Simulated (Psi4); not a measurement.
Intermolecular potential of H4OSi ··· H4OSi (SMILES O[SiH3] and O[SiH3]). Monomers: optimised at B3LYP-D3(BJ) (def2-TZVP), held rigid. Orientation: lowest of the rigid-body minima from ten starts at GFN2-xTB. The monomers approach along the line of their centres of mass (distance R); nothing else relaxes.

Computed with: PBE/def2-TZVP, counterpoise-corrected (Psi4); PBE-D3(BJ)/def2-TZVP, counterpoise-corrected (Psi4); SAPT0/jun-cc-pVDZ, frozen core (Psi4).

Interaction energies in kcal/mol; the last columns give the difference from SAPT0:

```csv
R / Å,PBE/def2-TZVP,PBE-D3(BJ)/def2-TZVP,SAPT0/jun-cc-pVDZ,PBE/def2-TZVP − SAPT0/jun-cc-pVDZ,PBE-D3(BJ)/def2-TZVP − SAPT0/jun-cc-pVDZ
3.30,12.40,10.32,10.38,2.02,-0.06
3.47,1.92,0.04,0.54,1.38,-0.50
3.65,-2.81,-4.48,-3.94,1.12,-0.54
3.87,-4.59,-6.00,-5.58,0.99,-0.43
4.09,-4.59,-5.77,-5.46,0.87,-0.31
4.24,-4.21,-5.25,-5.00,0.79,-0.25
4.56,-3.19,-3.96,-3.80,0.61,-0.16
4.85,-2.38,-2.95,-2.87,0.49,-0.08
5.37,-1.41,-1.74,-1.76,0.36,0.03
6.08,-0.73,-0.89,-0.99,0.25,0.10
7.06,-0.36,-0.42,-0.51,0.15,0.09
8.38,-0.18,-0.20,-0.25,0.07,0.05
```

PBE/def2-TZVP is furthest from SAPT0/jun-cc-pVDZ at 3.30 (2.02 kcal/mol, above); its mean absolute difference over the points is 0.76 kcal/mol.

PBE-D3(BJ)/def2-TZVP is furthest from SAPT0/jun-cc-pVDZ at 3.65 (-0.54 kcal/mol, below); its mean absolute difference over the points is 0.22 kcal/mol.
